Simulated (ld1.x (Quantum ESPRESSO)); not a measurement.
# Transferability test, TM potential for Al

Al, norm-conserving Troullier–Martins (Kleinman–Bylander form), made with ld1.x (Quantum ESPRESSO) 7.5 (LDA (PZ), non-relativistic). Core [Ne], reference 3s1.5 3p1.5. Waves: 3s (bound): rc 2.05 bohr; 3p (bound): rc 1.80 bohr; 3d channel at 0.25 Ry: rc 1.55 bohr. Local part: the d channel. Core correction: a·sin(br)/r model core, default radius (core density twice the valence density).

Energies are relative to the spin-unpolarised reference configuration 3s1.5 3p1.5; without spin polarisation the order of configurations can differ from experiment. Spin-polarised rows fill each open shell by Hund’s rule, majority spin first.

```json
{"valence configuration": "3s2 3p0", "charge": "+1", "ΔE all-electron (eV)": "3.321", "error AE − PS (meV)": "+2.1"}
{"valence configuration": "3s1 3p0", "charge": "+2", "ΔE all-electron (eV)": "22.664", "error AE − PS (meV)": "+42"}
{"valence configuration": "3s1 3p1", "charge": "+1", "ΔE all-electron (eV)": "9.102", "error AE − PS (meV)": "+8.1"}
{"valence configuration": "3s0 3p3", "charge": "0", "ΔE all-electron (eV)": "7.900", "error AE − PS (meV)": "+0.6"}
{"valence configuration": "3s1 3p2", "charge": "0", "ΔE all-electron (eV)": "2.587", "error AE − PS (meV)": "+0.3"}
{"valence configuration": "3s1.5 3p1.5 (spin-polarised)", "charge": "0", "ΔE all-electron (eV)": "-0.621", "error AE − PS (meV)": "+5.4"}
{"valence configuration": "3s2 3p1 (spin-polarised)", "charge": "0", "ΔE all-electron (eV)": "-2.671", "error AE − PS (meV)": "+1.3"}
```

Q: What are ΔE and the potential's error for 3s2 3p1?

A: ΔE = -2.535 eV all-electron; the error (AE − PS) is +0.4 meV.

Q: What are ΔE and the potential's error for 3s2 3p0.5?

A: ΔE = -0.406 eV all-electron; the error (AE − PS) is -0.2 meV.
